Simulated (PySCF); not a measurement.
H2FMgN (SMILES [NH2][Mg][F]), singlet, geometry from GFN2-xTB (such geometries of metal compounds can be far from the true shape); PBE0/6-31G, polarisability (PySCF).

Here is a job for PySCF.
```python
from pyscf import gto, scf, dft
from pyscf.prop import polarizability

mol = gto.M(
    atom='''
Mg    0.549796   -0.071411   -0.047097
F    -0.025955    1.293605   -0.909379
N    -0.572293   -1.218523    0.962480
H    -1.294945   -1.589824    0.352365
H    -1.062954   -0.666029    1.659855
''',
    basis='6-31g',
    charge=0,
    spin=0,
    verbose=4,
)

mf = dft.RKS(mol)
mf.xc = 'pbe0'
mf.kernel()
alpha = mf.Polarizability().polarizability()[2, 2]
print('alpha_zz =', alpha)
```

What the program printed (banner, timings and long lists left out):

```
site-packages/pyscf/prop/efg/rhf.py:45: UserWarning: Module EFG is under testing
  warnings.warn('Module EFG is under testing')
site-packages/pyscf/prop/efg/dhf.py:30: UserWarning: Module EFG is under testing
  warnings.warn('Module EFG is under testing')
site-packages/pyscf/prop/zfs/uhf.py:40: UserWarning: Module ZFS is under testing
  warnings.warn('Module ZFS is under testing')
site-packages/pyscf/prop/gtensor/uhf.py:43: UserWarning: Module g-tensor is under testing
  warnings.warn('Module g-tensor is under testing')
site-packages/pyscf/prop/gtensor/uks.py:41: UserWarning: Module g-tensor is under testing
  warnings.warn('Module g-tensor is under testing')
site-packages/pyscf/prop/hfc/uks.py:35: UserWarning: Module HFC is under testing
  warnings.warn('Module HFC is under testing')
site-packages/pyscf/prop/magnetizability/rhf.py:39: UserWarning: Module magnetizability is under testing
  warnings.warn('Module magnetizability is under testing')
site-packages/pyscf/prop/magnetizability/uhf.py:37: UserWarning: Module magnetizability is under testing
  warnings.warn('Module magnetizability is under testing')
site-packages/pyscf/prop/magnetizability/rks.py:37: UserWarning: Module magnetizability is under testing
  warnings.warn('Module magnetizability is under testing')
site-packages/pyscf/prop/magnetizability/uks.py:39: UserWarning: Module magnetizability is under testing
  warnings.warn('Module magnetizability is under testing')
site-packages/pyscf/prop/polarizability/uhf.py:34: UserWarning: Module polarizability is under testing
  warnings.warn('Module polarizability is under testing')
site-packages/pyscf/prop/polarizability/rks.py:29: UserWarning: Module polarizability is under testing
  warnings.warn('Module polarizability is under testing')
site-packages/pyscf/prop/polarizability/uks.py:29: UserWarning: Module polarizability is under testing
  warnings.warn('Module polarizability is under testing')
PySCF version 2.14.0

[INPUT] verbose = 4
[INPUT] num. atoms = 5
[INPUT] num. electrons = 30
[INPUT] charge = 0
[INPUT] spin (= nelec alpha-beta = 2S) = 0
[INPUT] symmetry False subgroup None
[INPUT] Mole.unit = angstrom
[INPUT] Symbol           X                Y                Z      unit          X                Y                Z       unit  Magmom
[INPUT]  1 Mg     0.549796000000  -0.071411000000  -0.047097000000 AA    1.038963864381  -0.134947232281  -0.089000431289 Bohr   0.0
[INPUT]  2 F     -0.025955000000   1.293605000000  -0.909379000000 AA   -0.049047841563   2.444559163368  -1.718477253431 Bohr   0.0
[INPUT]  3 N     -0.572293000000  -1.218523000000   0.962480000000 AA   -1.081477033006  -2.302674746483   1.818823600371 Bohr   0.0
[INPUT]  4 H     -1.294945000000  -1.589824000000   0.352365000000 AA   -2.447091396375  -3.004331946261   0.665873345882 Bohr   0.0
[INPUT]  5 H     -1.062954000000  -0.666029000000   1.659855000000 AA   -2.008691943011  -1.258612401018   3.136671356490 Bohr   0.0

nuclear repulsion = 82.9390790222434
number of shells = 21
number of NR pGTOs = 98
number of NR cGTOs = 35
basis = 6-31g
ecp = {}

******** <class 'pyscf.dft.rks.RKS'> ********
method = RKS
initial guess = minao
damping factor = 0
level_shift factor = 0
DIIS = <class 'pyscf.scf.diis.CDIIS'>
diis_start_cycle = 1
diis_space = 8
diis_damp = 0
SCF conv_tol = 1e-09
SCF conv_tol_grad = None
SCF max_cycles = 50
direct_scf = True
direct_scf_tol = 1e-13
XC library pyscf.dft.libxc version 7.1.2
    S. Lehtola, C. Steigemann, M. J. T. Oliveira, and M. A. L. Marques,  SoftwareX 7, 1–5 (2018)
XC functionals = pbe0
    C. Adamo and V. Barone,  J. Chem. Phys. 110, 6158 (1999)
    M. Ernzerhof and G. E. Scuseria,  J. Chem. Phys. 110, 5029 (1999)
radial grids:
    Treutler-Ahlrichs [JCP 102, 346 (1995); DOI:10.1063/1.469408] (M4) radial grids

becke partition: Becke, JCP 88, 2547 (1988); DOI:10.1063/1.454033
pruning grids: <function nwchem_prune>
grids dens level: 3
symmetrized grids: False
atomic radii adjust function: <function treutler_atomic_radii_adjust>
small_rho_cutoff = 0
Set gradient conv threshold to 3.16228e-05
Initial guess from minao.
tot grids = 66360
init E= -355.561221192786
  HOMO = -0.321444694312044  LUMO = -0.116847128311146  gap/eV = 5.56738
cycle= 1 E= -355.437722395901  delta_E= 0.123  |g|= 0.888  |ddm|= 1.91
  HOMO = -0.0799960491627039  LUMO = -0.0483758722797119  gap/eV = 0.86043
cycle= 2 E= -354.944396433613  delta_E= 0.493  |g|= 1.82  |ddm|=  1.9
  HOMO = -0.195826301157067  LUMO = -0.0763906911477035  gap/eV = 3.25001
cycle= 3 E= -355.58826081487  delta_E= -0.644  |g|= 0.19  |ddm|= 1.31
  HOMO = -0.234261505731687  LUMO = -0.0798866397056015  gap/eV = 4.20075
cycle= 4 E= -355.593503485557  delta_E= -0.00524  |g|= 0.115  |ddm|= 0.227
  HOMO = -0.214852338302407  LUMO = -0.0792320310450154  gap/eV = 3.69042
cycle= 5 E= -355.596416366075  delta_E= -0.00291  |g|= 0.00769  |ddm|= 0.0834
  HOMO = -0.214949763903601  LUMO = -0.0787682635593656  gap/eV = 3.70569
cycle= 6 E= -355.596429595517  delta_E= -1.32e-05  |g|= 0.000624  |ddm|= 0.00825
  HOMO = -0.215007056913606  LUMO = -0.0788116850813723  gap/eV = 3.70606
cycle= 7 E= -355.596429989366  delta_E= -3.94e-07  |g|= 0.000182  |ddm|= 0.0023
  HOMO = -0.215052573451793  LUMO = -0.078811390711724  gap/eV = 3.70731
cycle= 8 E= -355.596430025567  delta_E= -3.62e-08  |g|= 4.12e-05  |ddm|= 0.000858
  HOMO = -0.215041812717651  LUMO = -0.0788151910365165  gap/eV = 3.70692
cycle= 9 E= -355.596430026543  delta_E= -9.76e-10  |g|= 2.53e-06  |ddm|= 0.000116
  HOMO = -0.215042783876342  LUMO = -0.0788153362573862  gap/eV = 3.70694
Extra cycle  E= -355.596430026547  delta_E= -3.98e-12  |g|= 3e-06  |ddm|= 9.62e-06
converged SCF energy = -355.596430026547
Isotropic polarizability 22.9775051457
Polarizability anisotropy 5.58949811529
alpha_zz = 20.466085425624932
```
